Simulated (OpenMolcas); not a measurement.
# Tl II: effect of the IPEA shift

```yaml
Program: OpenMolcas 26.06
Basis: ANO-RCC-VQZP [9s8p6d4f3g]
Scalar_Hamiltonian: DKH2, point nucleus
Active_space: 2 electrons in 8 orbitals (6s 6p 7s 7p)
State_averaging: 2S+1 = 3 even, 3 roots; 2S+1 = 1 even, 7 roots; 2S+1 = 3 odd, 3 roots; 2S+1 = 1 odd, 3 roots
Spin-orbit_coupling: RASSI with atomic mean-field integrals over the reference wave functions, term energies averaged over their components
```

Methods on the same reference wave functions:
A. CASSCF
B. MS-CASPT2, IPEA 0.25 Eh, imaginary shift 0.1 Eh (closed shells correlated: 5d)
C. MS-CASPT2, IPEA 0.5 Eh, imaginary shift 0.1 Eh (closed shells correlated: 5d)

Energies in cm⁻¹ above 6s² ¹S₀, the measured ground level; measured values from NIST Handbook of Basic Atomic Spectroscopic Data.

```
     Level      A      B      C  Measured
   6s² ¹S₀    0.0    0.0    0.0       0.0
6s 6p ³P°₀  44026  49700  49820     49451
6s 6p ³P°₁  46958  52440  52570     52394
6s 6p ³P°₂  54240  59910  60030     61728
6s 6p ¹P°₁  76145  73690  74100     75663
```

Deviations, from unrounded energies. A percentage is the sum of absolute deviations over the sum of measured energies, with the sign that they share, or ± where signs differ.

```json
{"Against measurement": "mean absolute deviation (cm-1)", "Levels": "4", "A": "4700", "B": "1000", "C": "950"}
{"Against measurement": "other configurations (%)", "Levels": "4", "A": "±7.9", "B": "±1.7", "C": "±1.6"}
```

C lies closest to measurement on these levels and A furthest from it. The largest miss of C in the table is 6s 6p ³P°₂, by -1700 cm-1. The ranking rests on the paired levels alone, and a cruder setting can come out closer through cancelling errors.

Between B and C the level of the table that moves most is 6s 6p ¹P°₁, by 400 cm-1 (lowest in B, highest in C). Moves below CASPT2's spread within the term are not significant.

The lowest spin-free term lies below A's lowest term by 0.414 hartree in B, 0.412 hartree in C.

Over all roots computed the reference weight is 0.85 to 0.93 in B, 0.86 to 0.93 in C; the roots of lowest weight are the least certain, and an intruder state may touch them. The run also gave levels led by 6s 7s, which use shells meant for correlation; these and all levels above them are left out. Spin-orbit splittings of 6p shells tend to come out small when the coupling is added on scalar orbitals. Measured partners are found by configuration, term and J. A level has none where our copy of the source lacks it or the pairing is in doubt (some pairs that miss far off the trend of their configuration count as doubtful), and it then counts in no deviation. Levels of configurations outside the active space are missing. The table leaves out levels that lie high or whose names do not pair safely across all columns.

° marks odd parity.
